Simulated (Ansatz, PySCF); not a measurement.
hypoboric acid (B₂H₄O₄), SMILES OB(O)B(O)O. Atoms are numbered in the order given.

```xyz
10

B      0.8221     0.0816    -0.1322
O      1.6376    -0.7583    -0.8309
O      1.2828     1.2021     0.5231
B     -0.8753    -0.1792    -0.0005
O     -1.6345     0.7076     0.7185
O     -1.5038    -1.2356    -0.5830
H      2.5745    -0.5189    -0.8406
H      2.2335     1.3701     0.4640
H     -1.0815     1.4116     1.0826
H     -2.4556    -1.2204    -0.4028
```
Charge 0, spin multiplicity 1.

Geometry optimised at B3LYP-D3(BJ)/def2-SVP. One conformer was computed; it need not be the lowest.

Two levels are set side by side: PBE-D3(BJ)/def2-SVP (Ansatz, a program for electronic structure) and B3LYP-D3(BJ)/def2-SVP (Ansatz). Each level has its own optimised geometry; the coordinates shown are those of the second. Frequencies come from the Hessian of PySCF at each geometry. Differences are taken from unrounded values.

| quantity | B3LYP-D3(BJ) |
|---|---|
| mean bond length (Å) | 1.229 |
| bond B1–O2 (Å) | 1.363 |
| bond B1–O3 (Å) | 1.377 |
| bond B1–B4 (Å) | 1.722 |
| bond B4–O5 (Å) | 1.371 |
| bond B4–O6 (Å) | 1.360 |
| bond O2–H7 (Å) | 0.967 |
| bond O3–H8 (Å) | 0.967 |
| bond O5–H9 (Å) | 0.966 |
| bond O6–H10 (Å) | 0.969 |
| highest harmonic wavenumber (cm⁻¹) | 3834 |
| mean harmonic wavenumber (cm⁻¹) | 1257 |
| zero-point energy (kcal/mol) | 43.11 |

**Question.** What does PBE-D3(BJ) give, and how far is it from B3LYP-D3(BJ)? (An estimate is asked for; the answer gives what the named calculation found.)

**Answer.** 
```csv
quantity,PBE-D3(BJ),PBE-D3(BJ) minus B3LYP-D3(BJ)
mean bond length (Å),1.237,0.008
bond B1–O2 (Å),1.372,0.008
bond B1–O3 (Å),1.386,0.009
bond B1–B4 (Å),1.725,0.003
bond B4–O5 (Å),1.380,0.009
bond B4–O6 (Å),1.369,0.008
bond O2–H7 (Å),0.976,0.009
bond O3–H8 (Å),0.976,0.009
bond O5–H9 (Å),0.976,0.009
bond O6–H10 (Å),0.978,0.009
highest harmonic wavenumber (cm⁻¹),3716,-118
mean harmonic wavenumber (cm⁻¹),1221,-36
zero-point energy (kcal/mol),41.88,-1.23
```

Exact exchange shortens and stiffens bonds; PBE has none. Differences between two approximate levels are no errors against the true value.
